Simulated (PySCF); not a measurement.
## Electronic structure of Ga²⁺ (gallium, charge +2) at the UHF level

Configuration: [Ar] 3d10 4s1, 2S determinant. Computed with PySCF 2.14 in cc-pVTZ-PP with ECP10MDF (5s4p3d1f, 39 functions), with a scalar-relativistic core potential.

| Quantity | Value |
| --- | --- |
| Total energy | -257.409694 hartree |
| One-electron energy | -448.1884 hartree |
| Hartree (Coulomb) energy | 212.1555 hartree |
| Exchange energy | -21.3767 hartree |
| ⟨S²⟩ | 0.7504 |
| ⟨L²⟩ | 0.000 |
| Sum of ⟨r⟩ | 15.40 bohr |
| Sum of ⟨r²⟩ | 17.25 bohr² |
| Time after the integrals | 0.1 s of wall time on 1 thread of Neoverse-V1 (shared host) |

```tsv
shell	electrons	mean orbital energy (eV)	rms radius, mean of both spins (bohr)
3s α	1	-199.56	0.701
3s β	1	-199.12	0.701
3p α	3	-144.57	0.738
3p β	3	-144.41	0.738
3d α	5	-51.854	0.881
3d β	5	-51.697	0.881
4s α	1	-29.740	2.29
```

Energies and moments cover only the electrons outside the core potential.
